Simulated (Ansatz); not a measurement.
A nudged elastic band was laid between two geometries of a periodic cell of 19 atoms, MgAl18 (surface Al(110), adsorbate Mg).

The calculation used DFT LDA, scalar-relativistic, plane waves, PAW (Ansatz). Settings: cutoff 420 eV, k mesh 2x3x1, fermi-dirac smearing 0.15 eV, no spin polarisation.

| Property | Result |
| --- | --- |
| movable images | 5 |
| climbing image | yes |
| spring | 5.0 eV/Å² |
| optimiser | quadratic models (default) |
| start path | IDPP |
| force threshold | 0.05 eV/Å |
| iteration limit | 80 |
| end points | relaxed |
| atoms held | 1 to 6 |

First end point:

```xyz
19
Lattice="12.1500 0.0000 0.0000 0.0000 5.7276 0.0000 0.0000 0.0000 13.8638" Properties=species:S:1:pos:R:3
Al 0.000 0.000 1.000
Al 4.050 0.000 1.000
Al 8.100 0.000 1.000
Al 0.000 2.864 1.000
Al 4.050 2.864 1.000
Al 8.100 2.864 1.000
Al 2.025 1.432 2.407
Al 6.098 1.432 2.361
Al 10.102 1.432 2.361
Al 2.025 4.292 2.116
Al 6.071 4.294 2.353
Al 10.129 4.294 2.353
Al -0.047 0.040 3.754
Al 4.097 0.040 3.754
Al 8.100 -0.011 3.748
Al -0.052 2.828 3.753
Al 4.102 2.828 3.753
Al 8.100 2.873 3.753
Mg 2.025 -1.437 4.986
```

Last end point:

```xyz
19
Lattice="12.1500 0.0000 0.0000 0.0000 5.7276 0.0000 0.0000 0.0000 13.8638" Properties=species:S:1:pos:R:3
Al 0.000 0.000 1.000
Al 4.050 0.000 1.000
Al 8.100 0.000 1.000
Al 0.000 2.864 1.000
Al 4.050 2.864 1.000
Al 8.100 2.864 1.000
Al 2.025 1.429 2.116
Al 6.071 1.430 2.353
Al 10.129 1.430 2.353
Al 2.025 4.296 2.407
Al 6.098 4.296 2.361
Al 10.102 4.296 2.361
Al -0.052 -0.035 3.753
Al 4.102 -0.035 3.753
Al 8.100 0.009 3.753
Al -0.047 2.904 3.754
Al 4.097 2.904 3.754
Al 8.100 2.853 3.748
Mg 2.025 1.427 4.986
```

(1) What changes between the two ends?

(2) Give the energies along the band, and the barrier.

(3) What is the geometry of the highest image?

The band took 5 iterations and roughly 6 core-minutes.

## Answers

(1) The atom that moves furthest is Mg19, by 2.86 Å; four of its nearest neighbours are Al16 2.82, Al17 2.82, Al13 2.83, Al14 2.83 Å at the first end and Al13 2.82, Al14 2.82, Al16 2.83, Al17 2.83 Å at the last.

(2) The forces met the threshold. The highest image is number 3 of 0 to 6, 0.293 eV above the ends, which have the same energy within 2 meV. By the program's own check the climbing image is a first-order saddle point (lowest curvatures found: -0.83 and 0.28 eV/Å²). Limits of this set-up: coarse k mesh, thin slab, slab without dipole correction, a typed lattice constant that wasn't relaxed here.

```tsv
image	path coordinate (Å)	energy (eV)	Al10–Mg19 (Å)	Al7–Mg19 (Å)
0	0.00	0.000	2.87	3.85
1	0.55	0.028	2.86	3.46
2	1.10	0.183	2.94	3.21
3	1.65	0.293	3.07	3.07
4	2.20	0.184	3.21	2.94
5	2.75	0.029	3.45	2.86
6	3.29	0.000	3.85	2.87
```

(3) 
```xyz
19
Lattice="12.1500 0.0000 0.0000 0.0000 5.7276 0.0000 0.0000 0.0000 13.8638" Properties=species:S:1:pos:R:3
Al 0.000 0.000 1.000
Al 4.050 0.000 1.000
Al 8.100 0.000 1.000
Al 0.000 2.864 1.000
Al 4.050 2.864 1.000
Al 8.100 2.864 1.000
Al 2.025 1.426 2.307
Al 6.098 1.468 2.322
Al 10.102 1.468 2.323
Al 2.025 4.302 2.307
Al 6.099 4.259 2.323
Al 10.102 4.260 2.323
Al -0.277 0.000 3.739
Al 4.327 0.000 3.738
Al 8.100 0.000 3.741
Al 0.046 2.864 3.784
Al 4.004 2.864 3.784
Al 8.100 2.864 3.767
Mg 2.027 -0.001 5.021
```

Run time: 3.6 min on 2 threads of Intel(R) Xeon(R) Platinum 8488C (Sapphire Rapids), with other jobs on the host, peak memory 1.9 GiB.
